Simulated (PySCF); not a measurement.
Species: C₈H₉Cl.
Atom-mapped SMILES: `[CH:1]#[C:2][C:3]([Cl:4])=[C:5]1[CH2:6][CH2:7][CH2:8][CH2:9]1`

NICS = −σ at a ghost point: NICS(0) at the centroid of the ring atoms, NICS(1) 1 Å to either side along the normal of their mean plane, zz for the tensor component along that normal. Level: GIAO PBE0/pcSseg-1 (PySCF, non-relativistic, gas phase) on the GFN2-xTB geometry, one conformer.

Ring bond lengths (Å), with Mayer bond orders in brackets: C5–C6 1.499 (1.04), C6–C7 1.530 (1.02), C7–C8 1.528 (1.03), C8–C9 1.530 (1.02), C9–C5 1.503 (1.05).

Q: What do the NICS probes read (ppm)?

A: 
```json
{"ring": "C5–C6–C7–C8–C9", "type": "5-membered carbocycle; formal bonds all single", "NICS(0)": "-3.2", "NICS(1), two faces": "-3.6 / -3.5", "NICS(1)zz, two faces": "-2.6 / -2.5", "rms pucker (Å)": "0.17", "centre to ring atoms, mean (Å)": "1.27"}
```

Q: What do they say, and how far can they be read as aromaticity?

A: 
- C5–C6–C7–C8–C9: mean NICS(1)zz -2.6 ppm, near zero. C6, C7, C8, C9 have four or more neighbours, and the NICS criterion for π rings isn't applied.

Q: At the first NICS(1) probe listed for ring C5–C6–C7–C8–C9, 1 Å off the ring, how large is the induced field along the normal in 14.1 T applied along it?

A: NICSzz × B0 = -2.6 ppm × 14.1 T = -37 μT, against the applied field.
